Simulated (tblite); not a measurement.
C5H5N2 (doublet state).
Numbering: `[CH2:1]=[CH:2][n:3]1[c:4][cH:5][n:6][cH:7]1` (hydrogens: H8, H9 on C1; H10 on C2; H11 on C5; H12 on C7)
Bond orders are those of one Lewis drawing.

Computed with GFN2-xTB (tblite), gas phase: L-BFGS steps from a force-field or distance-geometry start until the largest atomic force falls under 0.01 eV/Å.

Step 5: E = -516.1824 eV
```
atom  x, y, z in Å  |  force x, y, z in eV/Å
C1     -2.1489    0.7191    0.0699    0.051  -0.030  -0.005
C2     -1.2404   -0.1027   -0.4334   -0.057   0.047   0.022
N3      0.1051   -0.1290   -0.0973    0.029   0.002   0.033
C4      0.7741    0.6630    0.8068    0.024   0.040   0.041
C5      2.0784    0.2946    0.8302   -0.057   0.026  -0.002
N6      2.2233   -0.7264   -0.0591   -0.022   0.059   0.055
C7      1.0510   -0.9620   -0.5942    0.006  -0.007  -0.007
H8     -1.9225    1.4645    0.8102    0.119   0.009   0.033
H9     -3.1693    0.6572   -0.2592   -0.024   0.015   0.008
H10    -1.5105   -0.8402   -1.1743    0.044  -0.088  -0.075
H11     2.8984    0.6786    1.4043   -0.112  -0.060  -0.086
H12     0.8625   -1.7174   -1.3301   -0.002  -0.013  -0.017
```

Step 6: E = -516.1842 eV
```
atom  x, y, z in Å  |  force x, y, z in eV/Å
C1     -2.1467    0.7192    0.0707    0.000  -0.008   0.002
C2     -1.2416   -0.1042   -0.4336    0.012   0.019  -0.004
N3      0.1041   -0.1272   -0.0968   -0.030  -0.029   0.009
C4      0.7706    0.6653    0.8094    0.044   0.001  -0.008
C5      2.0750    0.2974    0.8298   -0.036  -0.008  -0.001
N6      2.2191   -0.7254   -0.0584    0.008   0.072   0.063
C7      1.0473   -0.9621   -0.5944    0.045   0.000   0.002
H8     -1.9157    1.4641    0.8111    0.105  -0.010   0.014
H9     -3.1670    0.6580   -0.2580   -0.036   0.028   0.018
H10    -1.5054   -0.8435   -1.1767    0.021  -0.052  -0.040
H11     2.8975    0.6771    1.4029   -0.117  -0.047  -0.079
H12     0.8640   -1.7192   -1.3319   -0.017   0.034   0.025
```

Step 7: E = -516.1854 eV
```
atom  x, y, z in Å  |  force x, y, z in eV/Å
C1     -2.1453    0.7194    0.0716    0.007  -0.025  -0.014
C2     -1.2419   -0.1055   -0.4343   -0.010   0.014  -0.021
N3      0.1027   -0.1264   -0.0960   -0.010  -0.047   0.000
C4      0.7680    0.6674    0.8113    0.012  -0.034  -0.055
C5      2.0719    0.2993    0.8294   -0.054  -0.026  -0.007
N6      2.2161   -0.7235   -0.0569    0.047   0.040   0.034
C7      1.0457   -0.9619   -0.5944    0.021   0.012   0.007
H8     -1.9083    1.4635    0.8122    0.082  -0.032  -0.009
H9     -3.1660    0.6592   -0.2566   -0.031   0.040   0.031
H10    -1.5009   -0.8469   -1.1794    0.007  -0.004   0.003
H11     2.8945    0.6750    1.4002   -0.052  -0.003  -0.024
H12     0.8647   -1.7202   -1.3330   -0.020   0.065   0.056
```

Step 8: E = -516.1862 eV
```
atom  x, y, z in Å  |  force x, y, z in eV/Å
C1     -2.1444    0.7192    0.0720   -0.004  -0.016  -0.014
C2     -1.2424   -0.1062   -0.4353    0.012  -0.008  -0.028
N3      0.1021   -0.1268   -0.0955   -0.037  -0.041  -0.015
C4      0.7664    0.6682    0.8114   -0.035  -0.030  -0.059
C5      2.0691    0.3000    0.8292   -0.021  -0.022   0.007
N6      2.2152   -0.7220   -0.0557    0.041   0.001  -0.007
C7      1.0452   -0.9615   -0.5940    0.029   0.007   0.009
H8     -1.9023    1.4626    0.8126    0.064  -0.046  -0.024
H9     -3.1660    0.6606   -0.2553   -0.014   0.047   0.040
H10    -1.4982   -0.8490   -1.1809   -0.006   0.017   0.019
H11     2.8917    0.6738    1.3981   -0.008   0.029   0.016
H12     0.8647   -1.7196   -1.3327   -0.020   0.063   0.055
```

Problem. Estimate the geometry and energy of step 9. (The exact step hangs on the optimiser's Hessian estimate; all steps are aligned on step 8, rigid shifts and turns removed.)

Solution. E = -516.1871 eV, largest force 0.093 eV/Å
```
atom  x, y, z in Å  |  force x, y, z in eV/Å
C1     -2.1434    0.7186    0.0721   -0.002  -0.008  -0.013
C2     -1.2427   -0.1070   -0.4369   -0.001  -0.027  -0.034
N3      0.1006   -0.1281   -0.0951   -0.008  -0.029  -0.021
C4      0.7636    0.6687    0.8106   -0.054  -0.022  -0.043
C5      2.0658    0.3006    0.8293   -0.007  -0.010   0.015
N6      2.2148   -0.7203   -0.0546    0.027  -0.029  -0.037
C7      1.0455   -0.9608   -0.5934    0.013   0.011   0.016
H8     -1.8940    1.4606    0.8126    0.042  -0.054  -0.034
H9     -3.1663    0.6633   -0.2529    0.003   0.050   0.046
H10    -1.4952   -0.8513   -1.1824   -0.026   0.026   0.020
H11     2.8882    0.6729    1.3961    0.035   0.063   0.059
H12     0.8644   -1.7178   -1.3314   -0.020   0.029   0.025
```

The energy changes by -0.0009 eV. The first-order estimate −F·Δx gives -0.0013 eV and the mean of the old and new forces, exact on a quadratic surface, -0.0009 eV. The step makes an angle of 57° with the force vector and moves no atom by more than 0.009 Å.

The cost below is that of the whole relaxation. The run took 0.13 s on an Arm Neoverse V1 with one thread (shared host).
